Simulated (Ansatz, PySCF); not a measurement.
This PySCF input computes a r2SCAN/def2-TZVPD energy:

```python
from pyscf import gto, scf, dft

mol = gto.M(
    atom='''
    K    -0.00000000   -0.00000000   -0.77636802
    O     0.00000000    0.00000000    1.53236270
    H     0.00000000    0.00000000    2.49209083
    ''',
    basis='def2-tzvpd',
    charge=-1,
    spin=1,
    symmetry='C2v',
    verbose=4,
)

mf = dft.UKS(mol, xc='r2scan').density_fit(auxbasis='def2-universal-jkfit')
mf.grids.level = 4
mf.conv_tol = 1e-9
mf.max_cycle = 100
mf.max_memory = 1500
mf.kernel()
if not mf.converged:
    mf = mf.newton()
    mf.kernel(mf.make_rdm1())
mf.analyze()
```

Task: Write an input for the same energy in Ansatz (an electronic-structure program) and say what it gives.

Result: 
Ansatz 0.2 input:
```yaml
crystal:
  periodic: [false, false, false]
  atoms:
    - {symbol: K, position_ang: [-0.00000000, -0.00000000, -0.77636802]}
    - {symbol: O, position_ang: [0.00000000, 0.00000000, 1.53236270]}
    - {symbol: H, position_ang: [0.00000000, 0.00000000, 2.49209083]}
basis:
  gaussian:
    orbitals: def2-TZVPD
hamiltonian:
  xc: {name: r2SCAN}
total_charge: -1
magnetization: {spin_polarized: true, initial_magnetization: 1}
output: {forces: true}
```
It gives -675.73734 Eh, and PySCF -675.73749 Eh, a difference of 0.15 mEh, from the treatment of integrals and grids.
